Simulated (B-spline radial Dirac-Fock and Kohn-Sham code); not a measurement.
**Sb: input and output of one calculation**

ΔSCF core binding energies without Breit or QED terms, calculated with a B-spline atomic structure program. Keys: rel is the Hamiltonian (dirac, or spin-free x2c and nr, where L3 and M5 stand for the whole 2p and 3d shells), method is hf or an exchange,correlation pair (spin-unpolarised, also for the hole states), nuc the nuclear model, radius_factor scales its radius, rmax is the box in bohr, h the logarithmic mesh step, order the B-spline order, points the quadrature points per cell, c_factor scales the speed of light, and damp, ndamp, maxit and tol steer the iteration. The run stops when the commutator error falls below 10·tol·max(1, Z/10), or the numerical noise floor, and the energy has settled to about 1e-8 Ha; the virial ratio is −V/T.

Input (task.json):

```json
{"items": [{"Z": 51, "q": 0, "cfg": [[1, 0, 2], [2, 0, 2], [2, 1, 6], [3, 0, 2], [3, 1, 6], [3, 2, 10], [4, 0, 2], [4, 1, 6], [4, 2, 10], [5, 0, 2], [5, 1, 3]], "A": 121, "rrms": 4.6802, "do": "settings", "holes": ["K", "L3", "M5"],
  "settings": [{"rel": "dirac", "method": "hf", "nuc": "fermi", "radius_factor": 1.0, "rmax": 45.0, "h": 0.3, "order": 8, "points": 10, "c_factor": 1.0, "maxit": 60, "damp": 0.2, "ndamp": 3, "tol": 1e-08}]}]}
```

Command: `python xray2_run.py task.json out`

Ground-state iterations:

```
iter   energy (Ha)        error
   1    -6478.43644828  1.77e+00
   2    -6479.71071156  2.06e-01
   3    -6480.43889987  6.41e-02
   4    -6480.51135175  2.17e-02
   5    -6480.51633610  1.33e-02
   6    -6480.51972997  4.35e-04
   7    -6480.51973296  5.78e-05
   8    -6480.51973301  7.27e-06
   9    -6480.51973301  1.40e-06
  10    -6480.51973301  1.34e-07
```

The ground state converged in 10 iterations, with total energy -6480.51973 Ha, virial ratio 1.94762 and highest orbital energy -7.89 eV. ΔSCF binding energies: K (1s) 30601.2 eV, L3 (2p3/2) 4149.2 eV, M5 (3d5/2) 536.6 eV.
